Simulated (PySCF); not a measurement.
SiBrCl3.
SMILES: `Cl[Si](Cl)(Cl)Br`

Level of theory: TDDFT B3LYP/def2-SVPD, vertical, gas phase, core orbitals frozen in the response (PySCF 2.14.0, density-fitted response routines). Geometry: PBE0-D3(BJ)/def2-SVP; no solvent, vibrations or thermal averaging. The B3LYP/def2-SVPD calculation is non-relativistic and has no spin–orbit coupling, an omission that weighs most on bromine.

```csv
state,λ (nm),E (eV),f,symmetry,"main configurations (H = HOMO, L = LUMO)"
S1,200.5,6.18,0.0055,E,H-1/H→L (99%)
S2,200.4,6.19,0.0055,E,H-1/H→L (99%)
S3,186.4,6.65,0.0000,–,H-2→L (99%)
S4,171.0,7.25,0.024,E,H-3→L (93%)
S5,170.9,7.25,0.024,E,H-4→L (93%)
S6,167.7,7.39,0.067,A1,H-5→L (90%)
S7,162.8,7.61,0.010,E,"H-6→L (63%), H-7→L (10%)"
S8,162.7,7.62,0.011,E,"H-7→L (62%), H-6→L (10%), H-1/H→L+2 (≥8%)"
S9,161.8,7.66,0.0000,–,"H-1/H→L+2 (≥45%), H-1/H→L+3 (≥44%)"
```

Triplets, Tamm–Dancoff:

```json
{"state": "T1", "E (eV)": "5.79", "λ (nm)": "214.1", "main configurations (H = HOMO, L = LUMO)": "H-1/H→L (≥95%)"}
{"state": "T2", "E (eV)": "5.79", "λ (nm)": "214.0", "main configurations (H = HOMO, L = LUMO)": "H-1/H→L (≥95%)"}
{"state": "T3", "E (eV)": "6.35", "λ (nm)": "195.4", "main configurations (H = HOMO, L = LUMO)": "H-2→L (95%)"}
```

The lowest singlet level (S1/S2) comes at 201 nm (597 kJ/mol) in the ultraviolet; it is weak. The most intense listed level is S6 at 7.39 eV (168 nm, f = 0.067), 1.21 eV above S1. S1/S2, S4/S5 and S7/S8 lie within about 0.01 eV of each other in each set; the point group C3v has degenerate representations, and within a degenerate level the listed configurations can mix freely. Löwdin shares by element: HOMO (one of a set within 0.03 eV) bromine 70%, chlorine 28%; LUMO chlorine 34% or more, bromine 29%, silicon 20% (atoms not listed hold the other 17%). Orbital energies (eV): HOMO-3 -9.92, HOMO-2 -9.33, HOMO-1 -8.88, HOMO -8.87, LUMO -1.64, LUMO+1 -0.09, LUMO+2 -0.08. Of the 9 states listed, 5 reach f = 0.01 and 2 stay under 0.0005. The listed states span 1.48 eV, and the widest gap between neighbours is 0.60 eV (S3 to S4). Symmetry labels in C3v follow from the direction of the transition dipole and are given only for states with f of 0.002 or more. Orbitals of the list HOMO-3 to LUMO+2 that lie within 0.01 eV of each other are written together with a slash and their weights summed (≥ marks a lower bound); for degenerate orbitals outside that list single weights are arbitrary. Only the lowest 10 singlets were computed, as vertical energies without vibronic structure. The highest level found (7.74 eV, f 0.0004 so far) is left out, since the window may have cut off a degenerate partner.

Time: 26 s. Hardware: one thread, Arm Neoverse V1, on a shared host.
